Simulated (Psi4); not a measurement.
How methods differ on InICl2 (SMILES [Cl][In]([Cl])[I])

InICl2 has 4 atoms, charge 0, and is taken as a singlet. SMILES: `[Cl][In]([Cl])[I]`. Geometry: optimised at PBE0/def2-TZVP.

Quantity: the HOMO–LUMO gap, in eV. The values are calculated.

```tsv
level	kind	program	value (eV)
PBE-D4/def2-TZVPP (density fitting, core potential)	GGA	Psi4	3.41
r2SCAN-D4/def2-TZVPP (density fitting, core potential)	meta-GGA	Psi4	3.89
B3LYP-D4/def2-TZVPP (density fitting, core potential)	global hybrid	Psi4	4.84
PBE0-D4/def2-TZVPP (density fitting, core potential)	global hybrid	Psi4	5.38
wB97M-V/def2-TZVPP (density fitting, core potential)	range-separated hybrid	Psi4	9.42
```

The values span 3.41 to 9.42 eV. Orbital gaps aren't excitation energies; they tend to grow with the share of exact exchange.
